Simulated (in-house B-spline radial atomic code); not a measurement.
A calculation on Sr: its settings, and results tabulated from the run. Method: non-relativistic BP86, spin-polarised, spherical fractional occupations, point nucleus. Calculated with a radial B-spline atomic code at the basis-set limit.

Command:
```bash
python run_scf.py task.json out
```
Settings:
```
Z                38
configuration    [Kr] 5s2
hamiltonian      nr
method           b88,p86
spin_polarised   True
```

Output (hartree, bohr):
```
 radial grid: 59 intervals, B-splines of order 8, outer radius 50 bohr

 iter        energy (Eh)    residual
    1       -3132.705078    4.75e-01
    2       -3133.145418    1.65e-01
    3       -3133.686998    2.03e-02
    4       -3133.690119    7.42e-03
    5       -3133.690400    1.01e-03
    6       -3133.690410    1.62e-04
    7       -3133.690411    3.22e-05
    8       -3133.690411    8.17e-06
    9       -3133.690411    2.54e-07

 total energy                     -3133.69041
 kinetic                            3131.9921
 electron-nucleus                  -7470.9760
 Hartree                            1309.3495
 exchange-correlation               -104.0560

 orbital      occ     eigenvalue          <r>       <r^2>       <1/r>       r_max
 1s up      1.000      -573.8704    0.0401804  0.00216131     37.4954     0.02655
 1s down    1.000      -573.8704    0.0401804  0.00216131     37.4954     0.02655
 2s up      1.000       -76.6095      0.17699   0.0368507     8.37598      0.1493
 2s down    1.000       -76.6095      0.17699   0.0368507     8.37598      0.1493
 2p up      3.000       -69.7974      0.15224   0.0282812     8.36182      0.1178
 2p down    3.000       -69.7974      0.15224   0.0282812     8.36182      0.1178
 3s up      1.000       -11.8125     0.503448    0.290738     2.82803       0.446
 3s down    1.000       -11.8125     0.503448    0.290738     2.82803       0.446
 3p up      3.000        -9.3204     0.503366    0.295603     2.72555      0.4352
 3p down    3.000        -9.3204     0.503366    0.295603     2.72555      0.4352
 3d up      5.000        -4.8106     0.496825    0.300616     2.51122      0.3762
 3d down    5.000        -4.8106     0.496825    0.300616     2.51122      0.3762
 4s up      1.000        -1.4578      1.38352      2.1762    0.967585       1.214
 4s down    1.000        -1.4578      1.38352      2.1762    0.967585       1.214
 4p up      3.000        -0.8454      1.57533     2.86223    0.842339       1.334
 4p down    3.000        -0.8454      1.57533     2.86223    0.842339       1.334
 5s up      1.000        -0.1323      4.36353     21.6605    0.290062       3.723
 5s down    1.000        -0.1323      4.36353     21.6605    0.290062       3.723
```

Time taken, with all properties: 0.29 s on 1 thread of Arm Neoverse N1 (shared host).
